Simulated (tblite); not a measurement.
C4H12NSi2 (doublet state).
Bonds: C1–Si2, Si2–N3, N3–Si4, N3–C5, C5–C6, C6–C7, C5–C7. Hydrogens: H8, H9, H10 on C1; H11 on Si2; H12, H13, H14 on Si4; H15 on C5; H16, H17 on C6; H18, H19 on C7.

Computed with GFN2-xTB (tblite), gas phase: L-BFGS steps from a force-field or distance-geometry start until the largest atomic force falls under 0.01 eV/Å.

Step 194: E = -572.0107 eV
```
atom  x, y, z in Å  |  force x, y, z in eV/Å
C1     -1.9740    1.2314   -1.1952    0.017  -0.005   0.003
Si2    -1.2483    0.8814    0.5300    0.026   0.013  -0.011
N3     -0.1673   -0.4925    0.5257    0.003  -0.001   0.012
Si4    -0.7202   -2.0678    0.0536    0.025   0.013   0.021
C5      1.2467   -0.3447    0.6588    0.000  -0.009   0.008
C6      1.8871    0.9569    1.0136    0.007  -0.005   0.003
C7      2.0577    0.3923   -0.3688   -0.014   0.022   0.000
H8     -2.4872    0.3441   -1.5630   -0.011   0.001  -0.009
H9     -1.2144    1.4969   -1.9261    0.002  -0.003   0.008
H10    -2.6922    2.0444   -1.1570   -0.013  -0.007   0.001
H11    -2.2950    0.6161    1.5255    0.014   0.009  -0.003
H12    -2.1595   -2.0700    0.2890   -0.038  -0.004  -0.004
H13    -0.0352   -3.0425    0.9031    0.003  -0.010  -0.005
H14    -0.4327   -2.3395   -1.3593    0.011  -0.010  -0.013
H15     1.7079   -1.2347    1.0748    0.000  -0.004   0.002
H16     2.7342    0.9479    1.6833   -0.001  -0.018  -0.001
H17     1.2415    1.8155    1.1314   -0.014   0.002  -0.017
H18     1.5181    0.8718   -1.1711    0.003   0.011   0.002
H19     3.0230    0.0026   -0.6561   -0.021   0.004   0.002
```

Step 195: E = -572.0109 eV
```
atom  x, y, z in Å  |  force x, y, z in eV/Å
C1     -1.9759    1.2237   -1.2021    0.019  -0.004  -0.001
Si2    -1.2450    0.8849    0.5235    0.026   0.010  -0.014
N3     -0.1656   -0.4908    0.5234    0.002  -0.003   0.007
Si4    -0.7234   -2.0651    0.0540    0.006   0.000   0.020
C5      1.2487   -0.3453    0.6547    0.005  -0.001   0.017
C6      1.8897    0.9525    1.0232    0.014  -0.007  -0.005
C7      2.0596    0.4020   -0.3655   -0.024   0.023   0.008
H8     -2.5015    0.3377   -1.5562   -0.002   0.009  -0.010
H9     -1.2162    1.4720   -1.9394   -0.010  -0.010   0.015
H10    -2.6851    2.0451   -1.1710   -0.009  -0.009   0.004
H11    -2.2887    0.6258    1.5241    0.018   0.012  -0.005
H12    -2.1608   -2.0690    0.3077   -0.013  -0.004  -0.009
H13    -0.0273   -3.0403    0.8947   -0.003  -0.004  -0.013
H14    -0.4542   -2.3358   -1.3636    0.009  -0.006   0.003
H15     1.7103   -1.2396    1.0612   -0.003  -0.001   0.001
H16     2.7371    0.9374    1.6924    0.001  -0.025  -0.003
H17     1.2448    1.8104    1.1505   -0.018  -0.001  -0.022
H18     1.5191    0.8903   -1.1622    0.012   0.008   0.006
H19     3.0246    0.0135   -0.6570   -0.030   0.013   0.003
```

Step 196: E = -572.0114 eV
```
atom  x, y, z in Å  |  force x, y, z in eV/Å
C1     -1.9794    1.2129   -1.2104    0.003   0.000   0.002
Si2    -1.2393    0.8908    0.5149    0.015  -0.001  -0.017
N3     -0.1634   -0.4883    0.5217   -0.001  -0.003  -0.005
Si4    -0.7263   -2.0610    0.0549   -0.027  -0.019   0.015
C5      1.2514   -0.3463    0.6488    0.002   0.011   0.029
C6      1.8928    0.9456    1.0357    0.028   0.003  -0.010
C7      2.0612    0.4156   -0.3615   -0.029   0.016   0.011
H8     -2.5243    0.3302   -1.5450    0.022   0.022  -0.010
H9     -1.2193    1.4360   -1.9557   -0.022  -0.020   0.011
H10    -2.6750    2.0468   -1.1904    0.005  -0.017   0.012
H11    -2.2781    0.6404    1.5237    0.025   0.017  -0.010
H12    -2.1628   -2.0657    0.3237    0.016  -0.002  -0.013
H13    -0.0213   -3.0375    0.8871   -0.007   0.000  -0.016
H14    -0.4740   -2.3328   -1.3665    0.009  -0.001   0.015
H15     1.7140   -1.2461    1.0412   -0.005  -0.005   0.002
H16     2.7412    0.9228    1.7036    0.002  -0.030  -0.004
H17     1.2480    1.8016    1.1755   -0.020  -0.001  -0.023
H18     1.5199    0.9165   -1.1501    0.022   0.001   0.010
H19     3.0250    0.0278   -0.6588   -0.040   0.029   0.000
```

Step 197: E = -572.0119 eV
```
atom  x, y, z in Å  |  force x, y, z in eV/Å
C1     -1.9830    1.2056   -1.2148   -0.012   0.003   0.020
Si2    -1.2339    0.8959    0.5093   -0.006  -0.013  -0.015
N3     -0.1618   -0.4866    0.5225   -0.006   0.001  -0.018
Si4    -0.7272   -2.0580    0.0558   -0.053  -0.026   0.010
C5      1.2532   -0.3472    0.6446   -0.005   0.017   0.032
C6      1.8951    0.9401    1.0435    0.036   0.022  -0.003
C7      2.0610    0.4250   -0.3592   -0.023  -0.004   0.007
H8     -2.5405    0.3260   -1.5366    0.038   0.016  -0.010
H9     -1.2233    1.4127   -1.9643   -0.016  -0.023  -0.015
H10    -2.6703    2.0466   -1.2026    0.011  -0.010   0.022
H11    -2.2689    0.6530    1.5245    0.031   0.021  -0.011
H12    -2.1643   -2.0618    0.3237    0.026   0.001  -0.011
H13    -0.0232   -3.0352    0.8868    0.000  -0.008  -0.004
H14    -0.4767   -2.3334   -1.3649    0.012   0.003   0.008
H15     1.7173   -1.2506    1.0261   -0.005  -0.015   0.006
H16     2.7444    0.9121    1.7097    0.004  -0.028  -0.002
H17     1.2492    1.7941    1.1907   -0.017   0.003  -0.014
H18     1.5198    0.9348   -1.1420    0.022   0.000   0.007
H19     3.0234    0.0364   -0.6603   -0.037   0.040  -0.008
```

Q: Estimate the geometry and energy of step 198. (The exact step hangs on the optimiser's Hessian estimate; all steps are aligned on step 197, rigid shifts and turns removed.)

A: E = -572.0121 eV, largest force 0.158 eV/Å
```
atom  x, y, z in Å  |  force x, y, z in eV/Å
C1     -1.9931    1.1852   -1.2297   -0.019  -0.005  -0.040
Si2    -1.2213    0.9063    0.4912   -0.033  -0.031  -0.030
N3     -0.1567   -0.4829    0.5173   -0.011   0.004  -0.034
Si4    -0.7326   -2.0521    0.0572   -0.073  -0.024   0.005
C5      1.2592   -0.3490    0.6331    0.013   0.045   0.029
C6      1.9029    0.9268    1.0679    0.021   0.018  -0.032
C7      2.0640    0.4527   -0.3510   -0.033  -0.023   0.040
H8     -2.5896    0.3133   -1.5125    0.112   0.111   0.010
H9     -1.2360    1.3411   -1.9989   -0.106  -0.046   0.054
H10    -2.6511    2.0521   -1.2344    0.052  -0.071   0.016
H11    -2.2474    0.6848    1.5221    0.049   0.028  -0.020
H12    -2.1667   -2.0528    0.3422    0.029   0.004  -0.010
H13    -0.0210   -3.0283    0.8804    0.010  -0.026   0.010
H14    -0.5029   -2.3346   -1.3655    0.015   0.009   0.004
H15     1.7254   -1.2638    0.9852   -0.017   0.007  -0.001
H16     2.7540    0.8799    1.7312   -0.003  -0.022  -0.012
H17     1.2556    1.7762    1.2390    0.005  -0.020  -0.009
H18     1.5231    0.9868   -1.1186    0.028  -0.013   0.030
H19     3.0243    0.0677   -0.6637   -0.038   0.056  -0.012
```

The energy changes by -0.0002 eV. The first-order estimate −F·Δx gives -0.0011 eV and the mean of the old and new forces, exact on a quadratic surface, 0.0000 eV. The step makes an angle of 87° with the force vector and moves no atom by more than 0.081 Å.

The cost below is that of the whole relaxation. Hardware: an Intel Xeon at 2.50 GHz with one thread (shared host). Cost: 7.4 s wall.
